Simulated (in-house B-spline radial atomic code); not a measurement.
Response of the copper ion Cu⁺ as one setting changes: the radius of a hard wall (bohr). Method: PBE. A dash marks a strongly mixed or unbound state. A box has no continuum, so excitations may lie above minus the highest level. Computed with a B-spline radial code for spherical atoms: linear response of the closed shell [Ar] 3d10 with the functional's adiabatic kernel; scalar-relativistic (spin-free one-electron X2C), finite nucleus, no spin-orbit coupling, no double excitations, S, P, D and F terms only. Only terms of natural parity with L up to 3 were computed.

```json
{"radius of a hard wall (bohr)": "2.5", "lowest 1P (eV)": "3d → 4p 35.68", "lowest 3P, Tamm-Dancoff (eV)": "3d → 4p 32.13", "minus highest occupied level (eV)": "1.512", "α (bohr³)": "1.582"}
{"radius of a hard wall (bohr)": "3", "lowest 1P (eV)": "?", "lowest 3P, Tamm-Dancoff (eV)": "?", "minus highest occupied level (eV)": "?", "α (bohr³)": "?"}
{"radius of a hard wall (bohr)": "3.5", "lowest 1P (eV)": "3d → 4p 16.140", "lowest 3P, Tamm-Dancoff (eV)": "3d → 4p 13.872", "minus highest occupied level (eV)": "10.692", "α (bohr³)": "3.813"}
{"radius of a hard wall (bohr)": "4", "lowest 1P (eV)": "3d → 4p 12.801", "lowest 3P, Tamm-Dancoff (eV)": "3d → 4p 10.916", "minus highest occupied level (eV)": "12.159", "α (bohr³)": "4.964"}
{"radius of a hard wall (bohr)": "4.5", "lowest 1P (eV)": "3d → 4p 10.873", "lowest 3P, Tamm-Dancoff (eV)": "3d → 4p 9.266", "minus highest occupied level (eV)": "12.903", "α (bohr³)": "5.963"}
{"radius of a hard wall (bohr)": "5.5", "lowest 1P (eV)": "3d → 4p 8.947", "lowest 3P, Tamm-Dancoff (eV)": "3d → 4p 7.692", "minus highest occupied level (eV)": "13.475", "α (bohr³)": "7.339"}
{"radius of a hard wall (bohr)": "6.5", "lowest 1P (eV)": "3d → 4p 8.151", "lowest 3P, Tamm-Dancoff (eV)": "3d → 4p 7.084", "minus highest occupied level (eV)": "13.617", "α (bohr³)": "7.997"}
{"radius of a hard wall (bohr)": "8", "lowest 1P (eV)": "?", "lowest 3P, Tamm-Dancoff (eV)": "?", "minus highest occupied level (eV)": "?", "α (bohr³)": "?"}
{"radius of a hard wall (bohr)": "10", "lowest 1P (eV)": "3d → 4p 7.614", "lowest 3P, Tamm-Dancoff (eV)": "3d → 4p 6.723", "minus highest occupied level (eV)": "13.659", "α (bohr³)": "8.349"}
{"radius of a hard wall (bohr)": "15", "lowest 1P (eV)": "3d → 4p 7.595", "lowest 3P, Tamm-Dancoff (eV)": "3d → 4p 6.714", "minus highest occupied level (eV)": "13.659", "α (bohr³)": "8.353"}
```

Task: What belongs in the row for 3?

Result: lowest 1P (eV): 3d → 4p 22.429; lowest 3P, Tamm-Dancoff (eV): 3d → 4p 19.629; minus highest occupied level (eV): 7.743; α (bohr³): 2.629.

Task: What belongs in the row for 8?

Result: lowest 1P (eV): 3d → 4p 7.733; lowest 3P, Tamm-Dancoff (eV): 3d → 4p 6.794; minus highest occupied level (eV): 13.655; α (bohr³): 8.297.
